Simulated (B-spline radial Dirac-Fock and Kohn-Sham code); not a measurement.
# Auger decay of the M2 hole in Eu

System: the Eu atom in the configuration [Xe] 4f7 6s2.

The run's input, task.json:

```json
{"items": [{
  "Z": 63,
  "q": 0,
  "cfg": [[1, 0, 2], [2, 0, 2], [2, 1, 6], [3, 0, 2], [3, 1, 6], [3, 2, 10], [4, 0, 2], [4, 1, 6], [4, 2, 10], [4, 3, 7], [5, 0, 2], [5, 1, 6], [6, 0, 2]],
  "A": 153,
  "rrms": 5.1115,
  "do": ["binding", "quiet", "decay"],
  "holes": ["K", "L1", "L2", "L3", "M1", "M2", "M3", "M4", "M5", "N1", "N2", "N3", "N4", "N5"]
}]}
```

Command: `python xray_run.py task.json out`

The computed values come from a radial finite-basis atomic code: one-electron (LDA, Dirac) transition rates at Dirac-Fock energies. Kinetic energies are configuration averages from the vacuum level; the two-hole energies are estimated from single-hole states.

```csv
transition,kinetic energy (eV),width (meV),share (%)
M2-M4N1,56.60,732,9.3
M2-M3N7,109.5,191,2.4
M2-M4N2,131.6,720,9.1
M2-M5N2,159.3,826,10.5
M2-M4N3,161.2,960,12.2
M2-M4N4,286.2,299,3.8
M2-M4N5,290.7,346,4.4
M2-M4N6,432.4,779,9.9
M2-M4N7,432.8,1190,15.1
M2-N2N5,1156.2,180,2.3
```

Coster-Kronig rates are the weakest part of this model and often come out 1.5 to 2.5 times too large. The listed channels hold 79 % of the non-radiative rate. Summed by principal shells, of 7.88 eV in all: MMN 82.7 %, MNN 8.5 %, MMO 7.3 %, MNO 1.2 %, MMP 0.3 %.
